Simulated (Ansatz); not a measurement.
Noncovalent pair: C2H4 (SMILES C=C) (first 6 atoms) with N2 (SMILES N#N); geometry from B3LYP-D3(BJ)/def2-TZVP.
(charge 0, multiplicity 1):
```xyz
8

C     -0.1422     0.7337    -0.1053
C      0.3083    -0.5110    -0.1497
H      0.3621     1.5414    -0.6220
H     -1.0348     0.9960     0.4496
H     -0.1974    -1.3171     0.3677
H      1.2005    -0.7748    -0.7046
N      0.1579    -0.1208     3.8778
N     -0.6537    -0.5485     3.2880
```

Basis-set superposition error: the interaction energy with monomers in their own basis, and in the dimer's basis (counterpoise).

The values were computed with Ansatz (a program for electronic structure). Each number belongs to the level named beside it.

| level | uncorrected (kJ/mol) | counterpoise (kJ/mol) | difference |
|---|---|---|---|
| HF/aug-cc-pVDZ | 1.6 | 2.2 | 0.5 |
| HF/aug-cc-pVQZ | 2.1 | 2.2 | 0.1 |
| SVWN5/def2-TZVPPD | -4.4 | -4.1 | 0.3 |
| PBE/def2-TZVPPD | -0.9 | -0.7 | 0.2 |
| BLYP/def2-TZVPPD | 2.3 | 2.6 | 0.3 |
| revPBE/def2-TZVPPD | 1.6 | 1.9 | 0.3 |
| B97M-V/def2-TZVPPD | -2.5 | -2.3 | 0.2 |
| B3LYP/def2-TZVPPD | 1.2 | 1.5 | 0.2 |
| B2PLYP/def2-TZVPPD | -0.6 | -0.1 | 0.5 |
| SCS-MP2/aug-cc-pVDZ | -3.4 | -1.4 | 2.0 |

The error is largest for SCS-MP2/aug-cc-pVDZ (2.0 kJ/mol) and smallest for HF/aug-cc-pVQZ (0.1 kJ/mol).
